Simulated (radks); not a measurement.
Results of a calculation; reference values are marked as such.
Ionisation of the iodine ion I+, [Kr] 4d10 5s2 5p4, to I2+, [Kr] 4d10 5s2 5p3, under several functionals. Scalar-relativistic Kohn-Sham, spin-unpolarised, spherical densities, finite nucleus; a radial shooting solver on a logarithmic mesh with Libxc functionals.

| functional | E(I+) (hartree) | Exc (hartree) | IE (eV) | -e(HOMO) (eV) | <r> HOMO (bohr) | IE error (eV) |
|---|---|---|---|---|---|---|
| revPBE | -7116.00382 | -180.96644 | 19.800 | 15.307 | 2.323 | +0.669 |
| BLYP | -7116.42834 | -181.38073 | 19.692 | 15.182 | 2.330 | +0.561 |
| MS2 meta-GGA | -7115.62890 | -180.42376 | 19.965 | 15.509 | 2.318 | +0.834 |
| RPBE | -7116.10060 | -181.06379 | 19.795 | 15.306 | 2.325 | +0.664 |
| exchange-only PBE | -7112.95185 | -177.86660 | 18.834 | 14.362 | 2.352 | -0.297 |
| LDA (Slater exchange, Perdew-Wang correlation) | -7109.96429 | -174.87881 | 20.060 | 15.537 | 2.318 | +0.929 |
| TASK exchange with Perdew-Wang LDA correlation | -7115.30259 | -179.71967 | 20.368 | 15.920 | 2.292 | +1.237 |
| B86b exchange with PBE correlation | -7116.52203 | -181.48654 | 19.867 | 15.367 | 2.323 | +0.736 |
| HCTH/407 | -7120.18415 | -185.35865 | 20.032 | 15.518 | 2.314 | +0.901 |
| BP86 | -7116.97276 | -181.93849 | 19.982 | 15.474 | 2.319 | +0.851 |

NIST Atomic Spectra Database: 19.131 eV (measured). Closest: exchange-only PBE. The Delta-SCF values span 1.53 eV, the total energies 10.22 hartree. The highest occupied level is 5p. Spin polarisation and multiplet splitting are left out, so open shells lie too high by an amount that depends on their filling. Spin-orbit splitting is averaged out at the scalar-relativistic level.

Beside tabulated values, note that spin-unpolarised runs miss the spin-polarisation part of the exchange energy of open shells.
